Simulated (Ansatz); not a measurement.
`[BH2][GaH2]` + `NB1B[SiH2]1` → `[GaH2][B]1B[SiH2]1` + `BN`  (redistribution)

Calculated with Ansatz (gas phase, PBE0-D4/def2-TZVP geometries, no zero-point term in ΔE). CCSD(T)/CBS adds triple-zeta CCSD(T) − MP2 to the extrapolated MP2 energy (def2 sets, frozen cores). This one scheme is used for every species. DFT in def2-TZVPP. For Ga outer-core shells are correlated without core-valence functions, which leaves a few kJ/mol of doubt a bond. Scalar relativity is left out up to krypton. One conformer a species, not always the lowest.

| species | PBE-D4 energy (Eh) |
| --- | --- |
| `[BH2][GaH2]` | -1951.70068 |
| `NB1B[SiH2]1` | -396.66461 |
| `[GaH2][B]1B[SiH2]1` | -2266.44672 |
| `BN` | -81.95317 |

Q: Work out ΔE.

A: ΔE = (-2266.44672) + (-81.95317) − (-1951.70068) − (-396.66461) = -0.03460 Eh = -0.94 eV. CCSD(T)/CBS gives -1.05 eV.

Largest T1 diagnostic among the species: 0.015.

Leaving LDA and LC-ωPBE aside and taking each functional with its dispersion term where it has one, the values, not all of them listed here, spread over 0.25 eV, from PBE-QIDH to BLYP-D4. LDA lies −0.07 eV from PBE without D4. In def2-TZVPP, CCSD(T) changes the Hartree–Fock value by −0.33 eV (the triples alone add −0.07 eV) and MP2 by −0.45 eV. At CCSD(T), def2-SVP lies +0.04 eV from the extrapolated value and def2-TZVPP +0.01 eV.
